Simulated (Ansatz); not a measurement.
A run for Ansatz (a program for electronic structure): R-PBE/def2-TZVPP on BFH4N2 (SMILES NB(N)F), a point of a torsion scan.

Ansatz 0.2 input:
```yaml
crystal:
  periodic: [false, false, false]
  atoms:
    - {symbol: N, position_ang: [1.22533980, -0.25407367, 0.24892725]}
    - {symbol: B, position_ang: [-0.09738493, 0.20490131, 0.27751110]}
    - {symbol: N, position_ang: [-0.86024567, 0.35984374, 1.44160440]}
    - {symbol: F, position_ang: [-0.67760113, 0.51969374, -0.89915239]}
    - {symbol: H, position_ang: [1.75005354, -0.51470664, 1.06121528]}
    - {symbol: H, position_ang: [1.73034546, -0.34763528, -0.61227195]}
    - {symbol: H, position_ang: [-1.80556322, 0.69268911, 1.40966975]}
    - {symbol: H, position_ang: [-0.52907417, 0.15620920, 2.36458815]}
basis:
  gaussian:
    orbitals: def2-TZVPP
hamiltonian:
  xc: {name: PBE}
scf: {lower_state_search: off}
```

The head of its log:

```
WARN ansatz: RAYON_NUM_THREADS=1 ignored (pool sized by the plan → 1); use --threads N
Functional definition: PBE
these checks for a lower state are left out or cut short: stability, starts, cluster_reference, orbital_swaps, neighbouring_geometries, increment
integrals: 0.07 GiB planned
871 factors; their error is unknown
mean field: 0.60 GiB planned
mean field evaluation 1: about -6421.8880 eV, gradient 9.5e1 eV
mean field evaluation 2: about -6390.6755 eV, gradient 1.4e2 eV
```

### Question
Give the final energy of this run.

### Answer
-236.5891 hartree.
